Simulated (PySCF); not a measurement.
A PySCF script (with the pyscf-properties extension) for the NMR shieldings of SMILES C[C@@H]([SiH2]O[SiH3])S[SiH3], C$_{2}$H$_{12}$OSSi$_{3}$, on a GFN2-xTB geometry:

```python
import basis_set_exchange as bse
import numpy as np
from pyscf import gto, dft
from pyscf.prop import nmr

atoms = """
C    -0.366457    1.596979    0.337180
C    -0.530671    0.346956   -0.506493
Si    1.059298   -0.170921   -1.431960
O     2.277525   -0.329861   -0.391222
Si    2.984011   -0.542542    1.060550
S    -1.038762   -1.065381    0.571065
Si   -3.162778   -0.950611    0.387123
H     0.429333    1.450656    1.065630
H    -1.284433    1.835141    0.875478
H    -0.107212    2.443744   -0.297402
H    -1.342405    0.485516   -1.222619
H     0.849634   -1.460463   -2.080113
H     1.454508    0.910868   -2.332979
H     2.068698   -1.253636    1.946078
H     3.282070    0.803706    1.552695
H     4.192348   -1.302578    0.752645
H    -3.510983   -1.191464   -1.011160
H    -3.653408   -1.981358    1.282201
H    -3.610120    0.384500    0.775729
"""
names = dict.fromkeys(["C", "Si", "O", "S", "H"], "pcSseg-1")
basis = {el: gto.basis.parse(bse.get_basis(n, elements=[el], fmt="nwchem")) for el, n in names.items()}
mol = gto.M(atom=atoms, basis=basis, charge=0, verbose=0)
mf = dft.RKS(mol, xc="PBE0")
mf.grids.level = 2
mf.grids.alignment = dft.numint.BLKSIZE   # the property module wants whole blocks of grid points
mf.conv_tol = 1e-9
mf.kernel()

calc = nmr.RKS(mf)   # GIAO
C = mf.mo_coeff
Co = C[:, mf.mo_occ > 0]
resp = mf.gen_response(singlet=True, hermi=2)
def vind(x):   # induced exchange potential for any number of trial vectors
    d = np.einsum("pi,xij,qj->xpq", C, 2 * x.reshape(-1, C.shape[1], Co.shape[1]), Co, optimize=True)
    return np.einsum("xpq,pi,qj->xij", resp(d - d.transpose(0, 2, 1)), C, Co, optimize=True).ravel()
mo1, _ = nmr.rhf.solve_mo1(calc, with_cphf=vind)
sigma = calc.kernel(mo1)
for i, s in enumerate(sigma):   # ppm
    w = np.linalg.eigvalsh((s + s.T) / 2)
    print("%2d %-2s iso %8.1f  s11 %8.1f  s22 %8.1f  s33 %8.1f" % (i, mol.atom_pure_symbol(i), w.mean(), *w))
```

Task: Give the expected output.

Result: 
```
 0 C  iso    166.0  s11    145.2  s22    165.9  s33    186.8
 1 C  iso    156.5  s11    144.4  s22    153.0  s33    171.9
 2 Si iso    370.7  s11    343.5  s22    370.6  s33    398.0
 3 O  iso    336.6  s11    262.3  s22    360.0  s33    387.5
 4 Si iso    388.6  s11    350.0  s22    356.8  s33    459.0
 5 S  iso    662.8  s11    441.2  s22    613.7  s33    933.5
 6 Si iso    404.0  s11    360.4  s22    389.9  s33    461.6
 7 H  iso     30.2  s11     26.0  s22     29.4  s33     35.1
 8 H  iso     29.9  s11     24.7  s22     29.5  s33     35.5
 9 H  iso     30.3  s11     25.3  s22     26.9  s33     38.5
10 H  iso     30.3  s11     24.9  s22     30.1  s33     35.9
11 H  iso     26.6  s11     22.8  s22     25.4  s33     31.7
12 H  iso     26.6  s11     22.7  s22     24.9  s33     32.2
13 H  iso     26.2  s11     21.9  s22     26.9  s33     29.8
14 H  iso     26.5  s11     23.2  s22     24.8  s33     31.5
15 H  iso     26.5  s11     22.7  s22     24.5  s33     32.2
16 H  iso     27.1  s11     22.9  s22     25.4  s33     33.1
17 H  iso     27.1  s11     23.2  s22     24.6  s33     33.6
18 H  iso     27.0  s11     22.6  s22     25.9  s33     32.4
```

These numbers come from an equivalent density-fitted implementation of the same equations, which agrees with the script to about 0.01 ppm for H and up to a few tenths of a ppm for heavy atoms, so last digits may differ.

Task: Turn these shieldings into chemical shifts. Chemical shifts δ = σref − σ; 13C (σref 186.93) and 29Si (σref 349.16) and 1H (σref 31.72) against TMS; 17O (σref 336.08) vs H2O; 33S (σref 503.73) vs CS2, all at this level.

Result: Averaging equivalent atoms: C 1: 30.5; C 0: 21.0; Si 2: -21.6; Si 4: -39.4; Si 6: -54.8; O 3: -0.5; S 5: -159; H 13/14/15: 5.31; H 12: 5.14; H 11: 5.09; H 16/17/18: 4.64; H 7/8/9: 1.61; H 10: 1.42 ppm. Experimental scales use liquid or dissolved standards, which lie at an offset from isolated H2O (liquid H2O: subtract about 36 ppm).

Size and cost of the density-fitted run: 207 basis functions, 30 s wall time on 1 thread of an Arm Neoverse V2, shared host; peak memory 0.94 GiB.
